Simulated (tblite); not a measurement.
Compound: C5H15PSi2.
Bonds: P1–Si2, Si2–Si3, Si3–C4, C4–C5, C5–C6, C6–C7, C7–C8, C4–C8. Hydrogens: H9, H10 on P1; H11, H12 on Si2; H13, H14 on Si3; H15 on C4; H16, H17 on C5; H18, H19 on C6; H20, H21 on C7; H22, H23 on C8.

Computed with GFN2-xTB (tblite), gas phase: L-BFGS steps from a force-field or distance-geometry start until the largest atomic force falls under 0.01 eV/Å.

Step 87: E = -661.8359 eV
```
atom  x, y, z in Å  |  force x, y, z in eV/Å
P1      4.6325    0.7301   -0.7534   -0.007   0.001   0.000
Si2     2.9490   -0.7189   -0.4465    0.006  -0.001   0.008
Si3     1.0333    0.1903    0.5226   -0.005   0.033   0.039
C4     -0.5170   -0.1822   -0.5464    0.016  -0.001   0.023
C5     -1.3509   -1.3159    0.0607    0.011  -0.012   0.000
C6     -2.2607   -0.5947    1.0460    0.012   0.003  -0.010
C7     -2.6920    0.6545    0.2775    0.011   0.002  -0.012
C8     -1.5111    0.9927   -0.6496    0.010  -0.006  -0.011
H9      3.8406    1.8083   -1.1028   -0.001  -0.018   0.003
H10     4.6932    1.1337    0.5672   -0.017  -0.002  -0.004
H11     3.5739   -1.7849    0.3486   -0.019  -0.008   0.016
H12     2.7393   -1.3022   -1.7804   -0.012   0.015  -0.013
H13     0.8088   -0.3302    1.8823    0.033   0.008  -0.006
H14     1.1490    1.6521    0.6928   -0.010  -0.014  -0.018
H15    -0.1792   -0.4686   -1.5478   -0.029   0.015   0.016
H16    -1.9522   -1.7965   -0.7143   -0.019   0.003   0.007
H17    -0.7420   -2.0821    0.5408    0.014  -0.009  -0.015
H18    -1.6899   -0.3111    1.9313    0.005   0.008  -0.007
H19    -3.1065   -1.2031    1.3657    0.001   0.013  -0.028
H20    -3.5806    0.4347   -0.3164    0.001  -0.011   0.014
H21    -2.9356    1.4793    0.9462    0.008  -0.013  -0.002
H22    -1.0473    1.9368   -0.3636   -0.005  -0.014   0.003
H23    -1.8593    1.1047   -1.6773   -0.005   0.009  -0.001
```

Step 88: E = -661.8362 eV
```
atom  x, y, z in Å  |  force x, y, z in eV/Å
P1      4.6329    0.7292   -0.7529    0.003  -0.005  -0.003
Si2     2.9494   -0.7190   -0.4460   -0.015   0.000   0.008
Si3     1.0326    0.1926    0.5223    0.013   0.012   0.009
C4     -0.5168   -0.1818   -0.5470    0.002  -0.006   0.021
C5     -1.3500   -1.3162    0.0599    0.004  -0.011  -0.004
C6     -2.2610   -0.5962    1.0452    0.017  -0.001  -0.007
C7     -2.6914    0.6546    0.2790    0.008  -0.004  -0.005
C8     -1.5118    0.9922   -0.6497    0.003  -0.004  -0.004
H9      3.8418    1.8080   -1.0997   -0.008  -0.009  -0.002
H10     4.6948    1.1313    0.5676   -0.015  -0.001   0.004
H11     3.5726   -1.7843    0.3509   -0.016  -0.011   0.016
H12     2.7393   -1.3030   -1.7799   -0.010   0.017  -0.006
H13     0.8084   -0.3234    1.8828    0.029   0.004   0.006
H14     1.1496    1.6538    0.6851   -0.010   0.006  -0.011
H15    -0.1804   -0.4675   -1.5490   -0.020   0.013   0.018
H16    -1.9515   -1.7976   -0.7147   -0.015   0.006   0.002
H17    -0.7406   -2.0824    0.5392    0.017  -0.009  -0.009
H18    -1.6916   -0.3144    1.9321    0.005   0.006  -0.006
H19    -3.1076   -1.2051    1.3623    0.004   0.013  -0.026
H20    -3.5819    0.4372   -0.3128    0.005  -0.006   0.013
H21    -2.9315    1.4784    0.9503    0.006  -0.011  -0.007
H22    -1.0482    1.9365   -0.3653    0.000  -0.003   0.006
H23    -1.8619    1.1040   -1.6765   -0.006   0.005  -0.013
```

Step 89: E = -661.8366 eV
```
atom  x, y, z in Å  |  force x, y, z in eV/Å
P1      4.6362    0.7232   -0.7516    0.008  -0.008   0.001
Si2     2.9484   -0.7193   -0.4417   -0.034  -0.001   0.006
Si3     1.0297    0.2023    0.5180    0.032  -0.015  -0.025
C4     -0.5181   -0.1786   -0.5510   -0.017  -0.006   0.013
C5     -1.3473   -1.3168    0.0542   -0.006  -0.011  -0.003
C6     -2.2583   -0.6022    1.0438    0.019  -0.004  -0.002
C7     -2.6904    0.6537    0.2862    0.009  -0.013   0.002
C8     -1.5177    0.9913   -0.6515   -0.009   0.002   0.004
H9      3.8482    1.8072   -1.0873   -0.013  -0.003  -0.007
H10     4.7080    1.1187    0.5705   -0.015  -0.004   0.004
H11     3.5666   -1.7826    0.3618   -0.016  -0.012   0.016
H12     2.7400   -1.3093   -1.7740   -0.008   0.022   0.005
H13     0.8036   -0.2990    1.8827    0.026   0.000   0.019
H14     1.1492    1.6637    0.6621   -0.008   0.033  -0.003
H15    -0.1830   -0.4608   -1.5543   -0.008   0.009   0.018
H16    -1.9506   -1.7971   -0.7199   -0.007   0.011   0.001
H17    -0.7348   -2.0836    0.5286    0.014  -0.004  -0.005
H18    -1.6895   -0.3247    1.9325    0.005  -0.001  -0.008
H19    -3.1051   -1.2131    1.3572    0.012   0.014  -0.025
H20    -3.5879    0.4424   -0.2975    0.012   0.000   0.012
H21    -2.9205    1.4744    0.9648    0.004  -0.010  -0.014
H22    -1.0554    1.9381   -0.3744    0.003   0.006   0.011
H23    -1.8761    1.0990   -1.6758   -0.002  -0.004  -0.019
```

Step 90: E = -661.8370 eV
```
atom  x, y, z in Å  |  force x, y, z in eV/Å
P1      4.6412    0.7133   -0.7493    0.002  -0.006   0.009
Si2     2.9458   -0.7201   -0.4351   -0.038  -0.006   0.005
Si3     1.0258    0.2178    0.5092    0.038  -0.029  -0.040
C4     -0.5209   -0.1730   -0.5576   -0.030  -0.001   0.005
C5     -1.3428   -1.3174    0.0452   -0.011  -0.002   0.000
C6     -2.2535   -0.6117    1.0418    0.016  -0.002  -0.002
C7     -2.6891    0.6518    0.2979    0.007  -0.012   0.005
C8     -1.5281    0.9904   -0.6545   -0.020   0.009   0.008
H9      3.8581    1.8062   -1.0678   -0.011  -0.005  -0.009
H10     4.7295    1.0980    0.5754   -0.018  -0.008  -0.003
H11     3.5563   -1.7802    0.3791   -0.019  -0.007   0.014
H12     2.7418   -1.3210   -1.7640   -0.008   0.029   0.015
H13     0.7960   -0.2613    1.8809    0.027  -0.001   0.021
H14     1.1478    1.6807    0.6283   -0.006   0.042   0.001
H15    -0.1867   -0.4496   -1.5625    0.004   0.004   0.014
H16    -1.9481   -1.7959   -0.7285   -0.002   0.010  -0.003
H17    -0.7250   -2.0844    0.5125    0.011  -0.001  -0.001
H18    -1.6854   -0.3411    1.9329    0.009  -0.009  -0.007
H19    -3.0997   -1.2261    1.3498    0.015   0.013  -0.020
H20    -3.5974    0.4504   -0.2732    0.026   0.007   0.015
H21    -2.9035    1.4683    0.9873    0.003  -0.015  -0.028
H22    -1.0677    1.9415   -0.3891   -0.002   0.005   0.012
H23    -1.8993    1.0903   -1.6754    0.006  -0.014  -0.010
```

Q: Estimate the geometry and energy of step 91. (The exact step hangs on the optimiser's Hessian estimate; all steps are aligned on step 90, rigid shifts and turns removed.)

A: E = -661.8375 eV, largest force 0.060 eV/Å
```
atom  x, y, z in Å  |  force x, y, z in eV/Å
P1      4.6472    0.7011   -0.7461   -0.012  -0.003   0.019
Si2     2.9416   -0.7209   -0.4265   -0.025  -0.011   0.004
Si3     1.0214    0.2367    0.4981    0.029  -0.031  -0.042
C4     -0.5246   -0.1661   -0.5655   -0.033   0.009  -0.007
C5     -1.3376   -1.3181    0.0340   -0.012   0.005   0.004
C6     -2.2466   -0.6228    1.0396    0.010   0.002  -0.001
C7     -2.6874    0.6489    0.3117    0.011  -0.010   0.005
C8     -1.5410    0.9893   -0.6580   -0.025   0.014   0.009
H9      3.8701    1.8045   -1.0446   -0.006  -0.011  -0.009
H10     4.7557    1.0734    0.5812   -0.023  -0.014  -0.013
H11     3.5424   -1.7779    0.4001   -0.024   0.003   0.010
H12     2.7431   -1.3347   -1.7509   -0.010   0.036   0.021
H13     0.7877   -0.2163    1.8783    0.029  -0.001   0.017
H14     1.1445    1.7018    0.5892   -0.002   0.039   0.002
H15    -0.1910   -0.4361   -1.5720    0.016  -0.003   0.004
H16    -1.9462   -1.7928   -0.7395    0.006   0.006  -0.005
H17    -0.7133   -2.0860    0.4918    0.002   0.007   0.001
H18    -1.6782   -0.3596    1.9325    0.013  -0.020  -0.003
H19    -3.0918   -1.2412    1.3421    0.017   0.008  -0.012
H20    -3.6078    0.4584   -0.2436    0.035   0.011   0.012
H21    -2.8832    1.4601    1.0126   -0.002  -0.012  -0.032
H22    -1.0830    1.9455   -0.4061   -0.010   0.003   0.013
H23    -1.9268    1.0796   -1.6750    0.015  -0.025   0.003
```

The energy changes by -0.0005 eV. The first-order estimate −F·Δx gives -0.0007 eV and the mean of the old and new forces, exact on a quadratic surface, -0.0005 eV. The step makes an angle of 87° with the force vector and moves no atom by more than 0.046 Å.

The cost below is that of the whole relaxation. The run took 4.5 s wall on one thread of an Arm Neoverse N1, shared host.
